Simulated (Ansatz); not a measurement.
Mulliken charges of CH6InNO, SMILES `C[O][InH][NH2]` from ωB97M-V/def2-TZVPP in Ansatz (PBE0-D4/def2-TZVP geometry).

| atom | x (Å) | y (Å) | z (Å) | charge (e) |
| --- | --- | --- | --- | --- |
| C1 | -1.275 | -0.241 | 1.084 | -0.184 |
| O2 | 0.080 | -0.230 | 1.432 | -0.534 |
| In3 | 1.500 | 0.081 | 0.074 | 0.717 |
| N4 | 0.670 | 0.456 | -1.717 | -0.483 |
| H5 | -1.533 | -1.061 | 0.396 | 0.095 |
| H6 | -1.875 | -0.381 | 1.990 | 0.109 |
| H7 | -1.606 | 0.697 | 0.615 | 0.102 |
| H8 | 3.114 | 0.119 | 0.577 | -0.053 |
| H9 | -0.283 | 0.173 | -1.884 | 0.120 |
| H10 | 1.209 | 0.388 | -2.565 | 0.112 |

Question: By hand: the dipole of these point charges (1 e Å = 4.8032 D).

Answer: Σ q r = (0.366, -0.008, -0.308) e Å, of length 0.478 e Å = 2.30 D.

Question: How does the dipole of the full density compare? (An estimate is asked.)

Answer: Ansatz gave: (0.134, -0.075, -0.411) e Å, 2.11 D; the point charges give 1.09 times that, at 33° from its direction.

Point charges leave out the atoms' own dipoles, such as those of lone pairs, and Mulliken's split depends on the basis, so the two needn't agree.
